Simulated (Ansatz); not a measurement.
`C=C=C[SiH2][SiH3]` + `O[SiH2]F` → `F[SiH2]O[SiH2][SiH3]` + `C=C=C`  (ligand exchange at the Si–C bond)

Computed with Ansatz on PBE0-D4/def2-TZVP structures; ΔE is electronic, products minus reactants. CBS: MP2 limit from def2 TZ/QZ plus the TZ coupled-cluster correction, frozen cores. This one scheme is used for every species. DFT in def2-TZVPP. B3LYP here is the variant with VWN-RPA as its local correlation; programs differ in this. Each species was taken in one conformer, which may not be the lowest.

`C=C=C[SiH2][SiH3]`:

```xyz
13

C    -2.497   -1.520   -0.722
C    -1.581   -1.032    0.060
C    -0.635   -0.549    0.813
Si    1.110   -0.356    0.186
Si    1.661    1.915    0.015
H    -2.704   -2.585   -0.745
H    -3.083   -0.876   -1.368
H    -0.882   -0.231    1.825
H     1.218   -1.016   -1.141
H     2.059   -1.008    1.132
H     0.778    2.586   -0.978
H     1.479    2.583    1.333
H     3.077    2.089   -0.411
```

`O[SiH2]F`:

Z-matrix (Å, degrees):
```
Si
F 1 1.596
O 1 1.630 2 111.0
H 1 1.482 2 106.0 3 121.4
H 1 1.474 2 108.2 3 -116.3
H 3 0.958 1 119.1 2 71.8
```

`F[SiH2]O[SiH2][SiH3]`:

Cartesian coordinates in Å:
```
F -2.986 -0.330 -0.029
Si -1.801 -0.704 -1.027
O -0.704 0.484 -1.039
Si 0.525 1.224 -0.227
Si 1.590 -0.262 1.243
H -2.375 -0.833 -2.381
H -1.194 -1.959 -0.526
H -0.024 2.384 0.525
H 1.487 1.734 -1.238
H 2.185 -1.405 0.498
H 2.675 0.461 1.962
H 0.622 -0.794 2.240
```

`C=C=C`:

Cartesian coordinates in Å:
```
C 1.063 0.543 0.513
C 0.000 0.000 0.000
C -1.064 -0.542 -0.513
H 1.006 1.470 1.073
H 2.040 0.084 0.395
H -1.391 -0.295 -1.517
H -1.655 -1.258 0.049
```

| level | ΔE (kcal/mol) | difference from CCSD(T)/CBS |
| --- | --- | --- |
| r2SCAN-D4 | -19.2 | 0.9 |
| PBE0-D4 | -17.9 | 2.2 |
| B3LYP-D4 | -20.8 | -0.7 |
| ωB97X-V | -20.2 | -0.1 |
| ωB97M-V | -20.0 | 0.1 |
| r2SCAN | -19.1 | 1.0 |
| PBE0 | -17.8 | 2.3 |
| B3LYP | -20.6 | -0.5 |
| MP2/def2-TZVPP | -18.8 | 1.3 |
| SCS-MP2/def2-TZVPP | -20.3 | -0.2 |
| CCSD/def2-TZVPP | -20.8 | -0.7 |
| CCSD(T)/def2-TZVPP | -19.8 | 0.3 |
| MP2/def2-QZVPP | -19.1 | 1.0 |
| SCS-MP2/def2-QZVPP | -20.6 | -0.5 |
| HF/CBS(def2) | -25.3 | -5.2 |
| CCSD/CBS(def2) | -21.0 | -0.9 |
| CCSD(T)/CBS | -20.1 | 0 |

Largest T1 diagnostic among the species: 0.013.

In def2-TZVPP, CCSD(T) changes the Hartree–Fock value by +4.8 kcal/mol (the triples alone add +0.9 kcal/mol) and MP2 by +5.9 kcal/mol. From PBE to PBE0 (25 % exact exchange), in def2-TZVPP and without D4, ΔE moves by −1.2 kcal/mol.
